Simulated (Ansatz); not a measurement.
Molecule: C6H13O (charge 0, doublet). It need not be the lowest isomer of its formula. SMILES: CCCC[CH]CO
Structure (B3LYP-D3(BJ)/def2-TZVP (Ansatz, a first-principles code) minimum search):
```xyz
20

C      3.5331    -0.0359     0.6736
C      2.3546    -0.7256    -0.0076
C      1.0874     0.1250    -0.0103
C     -0.1047    -0.5756    -0.6985
C     -1.3438     0.2445    -0.7220
C     -2.2207     0.3793     0.4666
O     -3.5877     0.6251     0.1309
H      3.7808     0.9036     0.1739
H      3.3035     0.1959     1.7164
H      4.4252    -0.6647     0.6613
H      2.6212    -0.9753    -1.0397
H      2.1472    -1.6776     0.4918
H      1.2830     1.0761    -0.5154
H      0.8123     0.3747     1.0193
H     -0.2933    -1.5191    -0.1725
H      0.1925    -0.8358    -1.7189
H     -1.5037     0.9488    -1.5320
H     -1.9322     1.2385     1.0870
H     -2.1271    -0.5119     1.1044
H     -3.8441    -0.0249    -0.5334
```
Charge 0, spin multiplicity 2.

Computed values are from Ansatz. Correlated levels leave the core frozen unless marked. Open shells are spin-unrestricted. Spin-orbit coupling is left out. No relativistic terms. CBS marks a two-point X^-3 extrapolation of the correlation energy; Hartree-Fock from the larger set. The bracket is a focal-point correction in the basis named.

- atomisation energy De: 1880.8 kcal/mol at RI-MP2/CBS(cc-pVTZ,cc-pVQZ)+[CCSD(T)-MP2]/cc-pVTZ
- total energy: -311.2491 Eh at RI-MP2/CBS(cc-pVTZ,cc-pVQZ)+[CCSD(T)-MP2]/cc-pVTZ
- dipole moment: 2.02 D at CCSD(T)/aug-cc-pVDZ
- T1 diagnostic: 0.011 at CCSD/cc-pVTZ
